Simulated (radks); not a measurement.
Task: The mean radii <r> (bohr) of the occupied orbitals of an atom or ion are listed with their occupations. All-electron calculation, scalar-relativistic Kohn-Sham, LDA (Slater exchange, Perdew-Wang correlation), spin-polarised, spherical densities, finite nucleus; Fermi nuclear charge, rms radius of each element as measured or else 0.836 A^(1/3) + 0.57 fm. Program: a radial shooting solver on a logarithmic mesh with Libxc functionals.

orbital  occ.      <r>
1s up       1  0.05417
1s down     1  0.05417
2s up       1   0.2455
2s down     1   0.2449
2p up       3   0.2157
2p down     3   0.2150
3s up       1   0.7097
3p up       3   0.7270
3p down     3   0.7360
3d up       5   0.7486

Name the element and its charge.

Result: Z = 28, nickel, charge +6: Ni6+ in [Ne] 3s(up 1, down 0) 3p6 3d5. The 1s radius gives Z: for a bare nucleus <r> = (2 gamma + 1)/(2Z) with gamma = sqrt(1 - (Z/c)^2), 0.05282 bohr for Z = 28, and screening makes it slightly larger (0.05417 here). The occupations add up to 22, and the charge is Z minus that.
